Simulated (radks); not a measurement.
Results of a calculation; reference values are marked as such.
Ce XLVIII, 11 electrons, occupied as [Ne] 3s1 (the NIST ground configuration).

Level of theory: scalar-relativistic Kohn-Sham, PW91, spin-unpolarised, spherical densities, finite nucleus; Fermi nuclear charge, rms radius 4.8771 fm (a radial shooting solver on a logarithmic mesh with Libxc functionals).

Energy parts (hartree):
part                       energy
total                  -6639.4815
kinetic                 7138.1045
electron-nucleus      -14323.5907
Hartree                  650.7954
exchange-correlation    -104.7907

Orbitals (lengths in bohr, moments of r in powers of bohr; <r^-3> diverges for s and p1/2; r(90%) holds 90 % of the orbital's charge):
| orbital | occ. | eigenvalue (hartree) | r(90%) | <r^4> | <r^2> | <r^-3> |
|---|---|---|---|---|---|---|
| 1s | 2 | -1601.848 | 0.0443 | 1.767e-06 | 0.0008194 | - |
| 2s | 2 | -351.4159 | 0.159 | 0.0002671 | 0.01257 | - |
| 2p | 6 | -328.0761 | 0.147 | 0.0001911 | 0.009930 | 8278 |
| 3s | 1 | -144.3078 | 0.358 | 0.007024 | 0.06952 | - |
| 3p | 0 | -137.2221 | 0.353 | 0.006554 | 0.06598 | 2238 |
| 4s | 0 | -78.04308 | 0.637 | 0.07322 | 0.2314 | - |

The highest occupied level is 3s at -3926.8 eV. For comparison, the ionisation energy in NIST's Atomic Spectra Database is 3963 eV (theoretical). In exact Kohn-Sham theory the highest level is minus the ionisation energy, but local and semilocal functionals leave it too shallow, through self-interaction and a potential that decays too fast; potentials with the right tail come closer. The density falls to 0.001 e/bohr^3 at r = 0.64 bohr. Summed over all electrons, <r^2> = 0.1559 bohr^2, which gives a Langevin (diamagnetic) susceptibility term of -0.123 x 10^-6 cm^3/mol. The electron density at the nucleus is 3.945e+05 e/bohr^3 (large components only).

Beside tabulated values, note that spin-unpolarised runs miss the spin-polarisation part of the exchange energy of open shells.
